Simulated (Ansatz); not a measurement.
AlBrFHO, SMILES `[OH][Al]([F])[Br]` at its PBE0-D4/def2-TZVP geometry, where that method's forces vanish. The species carries charge 0 and has multiplicity 1.

```xyz
5

O     0.4607    1.0342   -0.6805
Al   -0.1106   -0.0834    0.4300
F    -0.2674    0.3843    1.9883
Br   -0.6631   -2.1734   -0.1295
H     0.5804    0.8382   -1.6083
```

Problem. What forces (eV/Å) does r2SCAN-D4/def2-TZVPP give on these atoms in Ansatz? (Best estimate.)

Solution. The calculation gave: 
```
O1   0.012  0.037 -0.003
Al2 -0.008 -0.041 -0.024
F3  -0.001  0.028  0.048
Br4 -0.009 -0.030 -0.003
H5   0.005  0.006 -0.019
```
